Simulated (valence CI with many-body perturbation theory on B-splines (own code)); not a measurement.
## Questions on Sr²⁵⁺

Level of theory: valence CI with perturbative core correlation (CI+MBPT): three valence electrons over a frozen Dirac-Fock core [Ne], a basis of 11 s, 11 p, 10 d, 8 f, 5 g, 2 h functions for each j, with the one-electron correlation potential Σ1, the two-electron term Σ2, the three-electron term Σ3, Breit, model QED; selected CI, second order for the rest, scaled by the run's own slope (own B-spline code, finite nucleus).

No measured levels were compared; by estimate levels of excited configurations hold to 0.05 to 0.15 % of their energy, terms of the ground configuration to about 0.5 %.

Names give the largest LS component (configuration and term), which can be under half, so a name can repeat, a term be missing and a line seem to break the LS rules; names also repeat where a configuration has a term twice.

Rates and lifetimes use the calculated energies. Strong lines usually hold to 10 to 20 %, long lifetimes can be off by a factor of two.

Question: What is the ground level?

Answer: 3s²3p ²P°_1/2, composition 98 % 3s²3p ²P°, g = 0.662.

Question: How is the term ²P° of the ground level split?

Answer: J = 1/2 at 0.00, J = 3/2 at 126.46 × 10³ cm⁻¹.

Question: How well does LS coupling describe the low levels?

Answer: Among the lowest 20 levels the leading LS term, summed over configurations, holds 81 % on average. For single configurations the figures are 75 % in LS and 75 % in jj coupling. Terms mix most in the J = 3/2 level at 1160.1 × 10³ cm⁻¹, where the leading one holds 49 %.

Question: Where does the other parity begin?

Answer: At 3s3p² ⁴P_1/2, 453.42 × 10³ cm⁻¹.

Question: Name the longest-lived excited levels whose lifetime is computed, and their main decay.

Answer: 3s²3p ²P°_3/2 at 126.46 × 10³ cm⁻¹ lives 54.9 μs, mostly by M1 to 3s²3p ²P°_1/2; 3s3p² ⁴P_3/2 at 525.16 × 10³ cm⁻¹ lives 6.85 ns, mostly by E1 to 3s²3p ²P°_3/2. The lifetime of 3s3p3d ⁴F°_9/2 is too uncertain to give, and may be longer.

Question: Among levels below 4849.3 × 10³ cm⁻¹, which E1 lines absorb most strongly from the ground level?

Answer: to 3s²3d ²D_3/2 at 10.71 nm, f = 0.227; to 3s3p² ²P_1/2 at 13.71 nm, f = 0.219; to 3s3p² ²P_3/2 at 11.59 nm, f = 0.173.

Question: What is the ionisation energy?

Answer: 1221.4 eV; NIST lists 1211 ± 6 eV (semi-empirical).
